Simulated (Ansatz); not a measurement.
Geometry optimisation, UKS BHLYP-D4/def2-SVP (Ansatz 0.2.0).

input.yaml

```yaml
crystal:
  periodic: [false, false, false]
  atoms:
    - { symbol: H, position_ang: [-0.704769, -0.488453, 1.050636] }
    - { symbol: Se, position_ang: [-1.110803, -1.026239, 2.383903] }
    - { symbol: Si, position_ang: [0.263119, 0.526378, -1.28054] }
    - { symbol: H, position_ang: [0.279393, -1.084622, 2.830358] }
    - { symbol: H, position_ang: [-0.627819, 0.082873, -2.367898] }
    - { symbol: H, position_ang: [1.626945, -0.005469, -1.455424] }
    - { symbol: H, position_ang: [0.273834, 1.995533, -1.160835] }
magnetization:
  spin_polarized: true
  initial_magnetization: 1
basis:
  gaussian: { orbitals: def2-SVP }
hamiltonian:
  xc: { name: BHLYP }
  dispersion: d4
relax:
  f_tol: 0.03
  max_steps: 50
```

Launched with:

```bash
$ ansatz run input.yaml --threads 2 --pin off --max-ram 3072MiB --backend cpu --events-out ev --progress --plain --runs-dir out
```

Task: Where does it end, and by what steps?

Result: The run converged. After 2 steps the energy has fallen by 0.011 eV; H1 moved furthest, 0.11 Å.

```json
{"step": "0", "energy less start (eV)": "0.0000", "largest force component (eV/Å)": "0.443", "accepted": "yes"}
{"step": "1", "energy less start (eV)": "-0.0095", "largest force component (eV/Å)": "0.117", "accepted": "yes"}
{"step": "2", "energy less start (eV)": "-0.0106", "largest force component (eV/Å)": "0.027", "accepted": "yes"}
```

```xyz
7
Properties=species:S:1:pos:R:3
H -0.737 -0.530 1.152
Se -1.127 -1.059 2.461
Si 0.281 0.556 -1.349
H 0.262 -1.118 2.908
H -0.617 0.105 -2.436
H 1.649 0.015 -1.513
H 0.290 2.031 -1.223
```

Whether the end is a true minimum wasn't checked by a vibrational analysis.

The run took 8 s on 2 threads of Arm Neoverse V1 (shared host), peak memory 0.19 GiB.
